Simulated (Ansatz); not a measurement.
C2H3N, SMILES `C=C=N` (charge 0, multiplicity 1).

Cartesian coordinates (Å):
SMILES: C=C=N
```xyz
6

C     -0.9237     0.0066     0.2976
C      0.2668    -0.0125    -0.2373
N      1.3243    -0.0381    -0.8401
H     -1.4035    -0.9171     0.5904
H     -1.4311     0.9472     0.4618
H      2.1671     0.0138    -0.2723
```
Charge 0, spin multiplicity 1.

Frozen-core energies in cc-pVTZ from Ansatz (a first-principles code) at a geometry from PBE0-D3(BJ)/def2-TZVP; the HF reference has <S^2> = 0.00 and the T1 diagnostic is 0.015.

| level | energy (Ha) |
|---|---|
| HF | -131.92495 |
| MP2 | -132.43861 |
| CCSD | -132.45537 |

Task: Estimate the energies of CCSD(T), CCSDT and CCSDT(Q), and give each level's difference from CCSDT(Q).

Result: 
| level | energy (Ha) | difference from CCSDT(Q) (mHa) |
|---|---|---|
| MP2 | -132.43861 | 44.67 |
| CCSD | -132.45537 | 27.92 |
| CCSD(T) | -132.48135 | 1.93 |
| CCSDT | -132.48162 | 1.66 |
| CCSDT(Q) | -132.48328 | 0.00 |
